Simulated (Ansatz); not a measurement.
Compare A (`CC(C)[NH][Ge]([F])([F])[NH]C(C)C`) with its isomer B (`CC[N](C)[Ge]([F])([F])[N](C)CC`).

Program: Ansatz. Geometries: PBE0-D4/def2-TZVP. ΔE: electronic, gas phase. CBS: MP2 limit from def2 TZ/QZ plus the TZ coupled-cluster correction, frozen cores. DFT in def2-TZVPP. B3LYP here is the variant with VWN-RPA as its local correlation; programs differ in this. For Ge outer-core shells are correlated without core-valence functions, which leaves a few kJ/mol of doubt a bond. Scalar relativity is left out up to krypton. Each species was taken in one conformer, which may not be the lowest.

Q: Which is lower in electronic energy at CCSD(T)/CBS, and by how much? (Estimate.)

A: Computed: A, by 86.9 kJ/mol.

Q: Give E(B) − E(A) in kJ/mol with r2SCAN-D4, MP2/def2-TZVPP, CCSD(T)/def2-TZVPP, B3LYP, BLYP-D4, PBE-D4, ωB97M-V. (Estimate.)

A: Computed: r2SCAN-D4 86.2, MP2/def2-TZVPP 87.0, CCSD(T)/def2-TZVPP 84.0, B3LYP 81.4, BLYP-D4 75.3, PBE-D4 79.4, ωB97M-V 85.7. None reverses the order clearly.

Largest T1 diagnostic: 0.011.

The D4 term adds −3.1 kJ/mol with B3LYP and −1.9 kJ/mol with PBE0; it sums over pairs of atoms, weighted by their polarisabilities, and B3LYP, whose exchange is more repulsive, gets the larger term. At CCSD(T), def2-SVP lies −12.4 kJ/mol from the extrapolated value and def2-TZVPP −2.9 kJ/mol.
